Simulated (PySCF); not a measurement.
**Radial density of Mo²⁺ (molybdenum, charge +2)**

UHF, [Kr] 4d4, high-spin 5D determinant. Computed with PySCF 2.14 in aug-cc-pwCVDZ-PP with ECP28MDF (6s6p5d3f, 70 functions), with a scalar-relativistic core potential. This is the valence pseudo-density: the core potential removes the inner electrons and smooths the orbitals near the nucleus.

```csv
r (bohr),4πr²ρ (e/bohr),4πr²(ρα − ρβ)
0.0438,2.493e-05,0.0000
0.0737,7.464e-05,0.0000
0.124,0.0003809,0.0000
0.208,0.004421,0.0011
0.351,0.1024,0.0232
0.590,2.417,0.3411
0.992,10.70,1.9624
1.67,5.508,2.3837
2.81,0.6276,0.5361
4.72,0.01594,0.0159
```

Energies and moments cover only the electrons outside the core potential.
